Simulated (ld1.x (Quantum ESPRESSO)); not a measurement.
# germanium: TM pseudisation with LDA (PZ), scalar-relativistic reference atom.

ld1.x (Quantum ESPRESSO) 7.5 input, shortened:

```
&input
   title='Ge', zed=32., rel=1, dft='PZ', iswitch=3,
   config='[Ar] 3d10 4s1.75 4p2.25 4d-2'
 /
 &inputp
   pseudotype=2, tm=.true., lloc=0,
   nlcc=.false.
 /
3
4P  2  1   2.25   0.00  1.95  1.95  0.0
4D  3  2  -2.00   0.10  1.75  1.75  0.0
4S  1  0   1.75   0.00  1.85  1.85  0.0
 &test
   configts(1)='4s1.75 4p2.25'
 /
```

All-electron outer shells of the reference configuration (LDA (PZ), scalar-relativistic, ld1.x):

| shell | level (eV) | outermost node (bohr) | outermost maximum (bohr) |
| --- | --- | --- | --- |
| 3p | -115.83 | 0.23 | 0.54 |
| 3d | -30.00 | – | 0.50 |
| 4s | -12.20 | 0.77 | 1.73 |
| 4p | -4.23 | 0.82 | 2.19 |

(1) Estimate the cutoffs (Ry, on a coarse ladder) from which the occupation-weighted sum of valence levels, in a spherical-Bessel basis at the reference potential, stays within 10 and 1 mRy of its value at 400 Ry.

(2) Does the potential have ghost states?

(3) Which valence shell sets the plane-wave cutoff?

(4) Tests: 4s2 4p2; 4s2 4p1; 4s2 4p0; 4s2 4p2.3; 4s1 4p0; 4s0 4p4; 4s1 4p3. Which has the largest error in its energy relative to the reference configuration, and how large is it?

Answers

(1) 25 Ry and 40 Ry.

(2) Ghost state, extra bound levels that the all-electron valence spectrum of the same l lacks: d at -49.3 eV. A true bound ghost makes a file unfit for plane-wave use.

(3) 4s: its level needs 35 Ry to come within 1 mRy, against 18 Ry for 4p.

(4) 4s1 4p0, with +253 meV (all-electron minus pseudo) on +56.59 eV.
